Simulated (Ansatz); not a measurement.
## Relaxing a trial structure of GeHInSi2

The starting geometry of this gas-phase singlet was optimised with GFN2-xTB.

```xyz
5

Ge   -0.6348   -2.2446    0.2229
In   -1.8222    0.2991    0.3795
Si    1.6085   -2.6410    0.2275
Si    0.8388   -0.3257    0.3800
H     2.2878    0.0516    0.4266
```

Where would you expect an optimisation with B3LYP-D3(BJ)/def2-SVP to take it?

A new bond forms, giving a structure with H5 bridging Si3 and Si4, given below by its coordinates. Contacts that close: Si3–H5 (2.78 → 1.76 Å).

The energy falls by 0.26 eV over 16 steps:

| step | E − E(last) (eV) |
| --- | --- |
| 1 | 0.255 |
| 3 | 0.098 |
| 4 | 0.097 |
| 6 | 0.096 |
| 8 | 0.085 |
| 9 | 0.038 |
| 11 | 0.001 |
| 13 | 0.000 |
| 14 | 0.000 |
| 16 | 0.000 |

Final geometry (Å):

```xyz
5

Ge   -0.4866   -2.1542    0.2308
In   -2.1686    0.3867    0.3811
Si    1.8482   -2.3441    0.2536
Si    0.7724   -0.1013    0.3930
H     2.3127   -0.6476    0.3781
```

Frequencies at the end are all real (lowest 44 cm⁻¹). Atoms past krypton carry core potentials, without spin–orbit terms. Run with Ansatz 0.2.0, 71 s on 1 thread of Intel(R) Xeon(R) 6975P-C (Granite Rapids), on a shared host.
